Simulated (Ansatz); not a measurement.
Consider the substitution at a C–N bond: `CCNC` + `N[SiH3]` → `CCN[SiH3]` + CH₃NH₂.

Computed with Ansatz on PBE0-D4/def2-TZVP structures; ΔE is electronic, products minus reactants. CCSD(T)/CBS adds triple-zeta CCSD(T) − MP2 to the extrapolated MP2 energy (def2 sets, frozen cores). This one scheme is used for every species. DFT in def2-TZVPP. One conformer a species, not always the lowest.

```csv
species,r2SCANh-D4 energy (Eh)
`CCNC`,-174.43002
`N[SiH3]`,-347.23627
`CCN[SiH3]`,-425.82914
CH₃NH₂,-95.83197
```

(1) Work out ΔE.

Largest T1 diagnostic among the species: 0.010.

Results:

(1) ΔE = (-425.82914) + (-95.83197) − (-174.43002) − (-347.23627) = 0.00518 Eh = +13.6 kJ/mol. CCSD(T)/CBS gives +12.6 kJ/mol.

Leaving LDA and LC-ωPBE aside and taking each functional with its dispersion term where it has one, the values, not all of them listed here, spread over 4.0 kJ/mol, from BLYP-D4 to B97M-V. LDA lies +3.0 kJ/mol from PBE without D4.
